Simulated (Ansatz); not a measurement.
This geometry of GaH6NO (9 atoms, charge 0, multiplicity 1) is a first-order saddle point.

Method: RKS PBE0-D4/def2-SVP in Ansatz.

```xyz
9
Properties=species:S:1:pos:R:3
Ga -0.021 0.151 0.104
N -0.034 0.132 2.082
H -0.786 -0.362 2.558
H 0.835 -0.064 2.576
H 1.407 0.018 -0.516
H -1.380 -0.359 -0.494
O -0.273 2.068 0.709
H -1.125 2.490 0.553
H -0.252 1.426 1.679
```

(1) Which two structures does it join? (They come from a converged band through this point; their orientation in space is the band's.)

(2) How far does it lie above each of them?

Answers

(1) Bonds broken: O7–H9. Bonds formed: N2–H9.

First end point:

```xyz
9
Properties=species:S:1:pos:R:3
Ga -0.001 0.067 0.203
N -0.014 0.033 2.107
H -0.761 -0.490 2.559
H 0.855 -0.204 2.581
H 1.401 0.021 -0.489
H -1.375 -0.319 -0.458
O -0.282 2.150 0.662
H -1.169 2.494 0.505
H -0.283 1.747 1.583
```

Last end point:

```xyz
9
Properties=species:S:1:pos:R:3
Ga -0.122 0.421 0.051
N 0.007 0.122 2.152
H -0.733 -0.439 2.571
H 0.905 -0.198 2.512
H 1.343 0.072 -0.415
H -1.399 -0.397 -0.389
O -0.408 2.195 0.436
H -1.091 2.624 -0.084
H -0.133 1.102 2.419
```

(2) 8.0 kJ/mol above the first and 56.4 kJ/mol above the second. This is the barrier of this one path; another mechanism may lie lower. The orbitals stay closed-shell, which can raise the energy where a bond breaks towards radicals; this wasn't checked here.

The run took 2.1 min on 2 threads of Arm Neoverse V1 (shared host), peak memory 0.18 GiB.
